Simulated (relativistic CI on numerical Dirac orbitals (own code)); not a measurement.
## Sb IV: sensitivity of the levels to the model

Base calculation: Dirac-Coulomb-Breit CI, separate exchange-only KLI orbitals for each configuration, a model potential for QED, valence Slater integrals scaled by 0.85, P86 correlation energy added to each configuration.

Configurations in the expansion (outside the closed core [Kr] 4d10): 5s2, 5s 5p, 5p2, 5s 5d, 5s 5f, 5d2, 5s 5g, 5s 6s, 5p 5d, 5s 6p, 4f2, 5s 4f, 4f 5p, 5s 6d, 5s 7s, 5f2. Levels of other configurations are missing.

Variants: (1) Slater integrals left unscaled; (2) no correlation estimate; (3) non-relativistic limit; (4) only the first 3 configurations. Shifts of the energy above 5s2 1S_0, in cm⁻¹, for the lowest level and the first level of each name with at least 55 % of one term (blank where a level changes its place among those of its configuration and J or its character, or is not in the variant):

```tsv
Level	Base	Δ(1)	Δ(2)	Δ(3)	Δ(4)	Measured
5s2 1S_0	0.0	0.0	0.0	0.0	0.0	0.0
5s 5p 3P°_0	59953.8	-89.8	-1079.5	-4061.2	+376.5	
5s 5p 3P°_1	62199.1	-8.1	-1080.6	-6306.4	+439.3	66700.0
5s 5p 3P°_2	67689.9	+18.5	-1081.1	-11797.2	+459.3	72560.0
5s 5p 1P°_1	95250.8	+4629.3	-1138.5	-9997.9	+4131.3	95952.0
5p2 3P_0	149216.5	+836.1	-1974.6	-12914.3	+556.5	152076.0
5p2 1D_2	151236.1	-535.3	-2221.8	-16683.6		155956.0
5p2 3P_1	153089.2	+624.0	-1977.6	-16787.0	+463.3	156388.0
5p2 3P_2	159316.1	+394.6	-2049.5	-23013.8		163524.0
5s 5d 3D_1	174564.5	+1032.6	-3071.9	-12550.2		178914.0
5s 5d 3D_2	174876.1	+1035.7	-3071.7	-12861.7		179264.0
5s 5d 3D_3	175364.5	+1037.8	-3072.5	-13350.1		
5p2 1S_0	181620.3	+4884.1	-1959.9	-20786.0	+3565.8	
5s 6s 3S_1	184302.0	+1399.3	-3497.5	-8044.3		188622.0
```

For a near-neutral ion this model can misplace configurations by up to about 10,000 cm⁻¹ (more where the count of f electrons changes) and terms by 10 to 25 % of their spread. Rates follow the energies as ν³ (E1, M1) or ν⁵ (E2), so they and the lifetimes can be off by large factors. The fine structure of a lone outer electron comes out too small, for d and f at times inverted, and misplaced configurations move strength between like terms. 20 of the 20 excited levels that our extract of the measured tables holds in this range could be paired (the sources list more); they are missed by 3608 cm⁻¹ on average and 7793 at most, and levels without a partner can miss by more.

Measured levels: Moore, Atomic Energy Levels, vol. III, NSRDS-NBS 35 (1971 reprint of NBS Circular 467, 1958).

Ionisation energy from the two ground configurations alone: base 42.63 eV; no correlation estimate 41.6 eV. The NIST ASD value (measured) is 43.804 eV. The gap of more than 2 % comes from missing correlation.

LS names give the leading component of a level, which can be under half, so a name can repeat, a term be missing and a line seem to break the LS rules.
